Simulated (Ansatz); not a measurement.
Cl₂H₆N₂OSi₂ (`N[SiH](O)[Si](N)(Cl)Cl`) at its PBE0-D4/def2-TZVP geometry, where that method's forces vanish. Charge 0, multiplicity 1.

```xyz
13

N     1.1552   -0.5357   -1.4607
Si    0.1393    0.7566   -0.9740
O    -1.1383    1.1540   -1.9348
Si   -0.6486    0.0140    1.0934
N     0.6084   -0.3504    2.1680
Cl   -1.8235   -1.6416    0.5781
Cl   -1.9267    1.2850    2.0747
H     1.8430   -0.4069   -2.1865
H     0.8119   -1.4837   -1.4513
H     0.9766    1.9756   -0.9331
H    -1.8913    0.5598   -1.9370
H     0.4468   -0.5400    3.1439
H     1.4471   -0.7868    1.8194
```

**Question.** What forces (eV/Å) does r2SCAN-D4/def2-TZVPP give on these atoms in Ansatz 0.2.0? (An estimate is asked.)

**Answer.** Ansatz gave: 
```
N1   0.027  0.009  0.016
Si2  0.021  0.028  0.098
O3  -0.045  0.046 -0.058
Si4  0.055  0.050 -0.064
N5   0.024  0.034  0.004
Cl6 -0.062 -0.095 -0.040
Cl7 -0.056  0.062  0.051
H8   0.021 -0.028 -0.025
H9   0.007 -0.026 -0.019
H10 -0.009 -0.017 -0.015
H11 -0.025 -0.015 -0.001
H12  0.021 -0.021  0.030
H13  0.018 -0.026  0.024
```
